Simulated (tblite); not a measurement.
Run record: tight-binding relaxation, `[SiH3]C[SiH2][O][Ge@H]1[CH2]C[O]1`.

Computed with GFN2-xTB geometry optimisation, gas phase (tblite 0.8.0). Start geometry: from a force field or distance geometry. The input is one job of a driver script: a line of settings, then coordinates in Å.

Command:
```bash
OMP_NUM_THREADS=1 python probes_run.py task.json out
```

Input:
```
{"job": {"kind": "relax", "xc": "GFN2-xTB", "basis": "xTB"}, "charge": 0, "multiplicity": 1}
Si    -3.918400     0.639200    -0.021600
C     -2.497000     0.130000    -1.103200
Si    -1.168000    -0.665500    -0.042400
O      0.266100    -0.926100    -0.946900
Ge     1.548600     0.000500    -0.133400
C      3.196800    -0.948500     0.196100
C      3.731600     0.432500    -0.125400
O      2.852400     0.613900    -1.189300
H     -3.379100     1.045800     1.291500
H     -4.851400    -0.491400     0.137000
H     -4.596500     1.781900    -0.648400
H     -2.064500     1.021900    -1.555200
H     -2.813400    -0.586000    -1.861700
H     -1.608000    -1.920500     0.551800
H     -0.867200     0.270600     1.043800
H      1.094100     0.985200     0.966300
H      3.437000    -1.736000    -0.526900
H      3.362900    -1.271100     1.255700
H      4.794100     0.495700    -0.385100
H      3.475000     1.138800     0.684500
```

What does the run print?

```
step      E/eV     max force
  0    -709.05182    3.546
  1    -709.41645    1.407
  2    -709.57539    1.049
  3    -709.67246    1.042
  4    -709.75987    0.725
  5    -709.82070    0.556
  6    -709.87721    0.592
  7    -709.92178    0.496
  8    -709.95453    0.540
  9    -709.98198    0.474
... (256 lines left out)
266    -710.80175    0.041
267    -710.80194    0.034
268    -710.80207    0.019
269    -710.80215    0.020
270    -710.80224    0.018
271    -710.80232    0.018
272    -710.80239    0.020
273    -710.80244    0.019
274    -710.80250    0.017
275    -710.80254    0.009
```

«max force» is the largest atomic force in eV/Å.

From which step on does the largest force stay under 0.1 eV/Å, and how much energy is left to gain from there?

From step 210 (0.098 eV/Å), 24.4 meV above the end.

In short: energy lowered by 40.4 kcal/mol over 275 steps; largest atomic force 0.009 eV/Å at the end.

Where do the atoms end?

1.600 Å rms from the input after alignment:
```
atom  x, y, z in Å
Si1   -2.5837    1.2222   -0.3438
C2    -2.0330   -0.4063   -1.1527
Si3   -1.2749   -1.6532    0.0569
O4    -0.2295   -0.9128    1.0740
Ge5    1.0551    0.2458    1.0899
C6     2.8860   -0.3270    0.5246
C7     2.6460    0.5621   -0.7015
O8     1.3107    1.0403   -0.5219
H9    -1.4599    1.8839    0.3317
H10   -3.6572    0.9568    0.6239
H11   -3.1166    2.1093   -1.3878
H12   -1.2900   -0.1613   -1.9131
H13   -2.8693   -0.8703   -1.6739
H14   -0.5453   -2.7098   -0.6587
H15   -2.2383   -2.2063    1.0092
H16    0.6523    1.2044    2.1983
H17    2.9746   -1.3841    0.2834
H18    3.7282   -0.0158    1.1361
H19    2.7094    0.0192   -1.6467
H20    3.3301    1.4135   -0.7405
```

Estimate the wall time. Hardware: one thread, Intel Xeon at 2.50 GHz (x86_64), shared host.

About 9.1 s.
Labels such as C1 count atoms from 1, the log's own numbers from 0.
